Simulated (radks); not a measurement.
Values are calculated unless marked as measured or tabulated.
Ionisation of the osmium ion Os3+, [Xe] 4f14 5d5, to Os4+, [Xe] 4f14 5d4, under several functionals. Dirac Kohn-Sham, spin-unpolarised, spherical densities, point nucleus; open shells are shared between the two j in proportion to 2j + 1; a radial shooting solver on a logarithmic mesh with Libxc functionals. Known Delta-SCF values: PW91 41.540 eV; exchange-only PBE 40.292 eV. What does AM05 give, and what is its highest occupied eigenvalue?

Answer. 41.487 eV by Delta-SCF; the 5d5/2 eigenvalue is -34.474 eV. NIST: 41 eV (theoretical).

Beside tabulated values, note that spin-unpolarised runs miss the spin-polarisation part of the exchange energy of open shells.
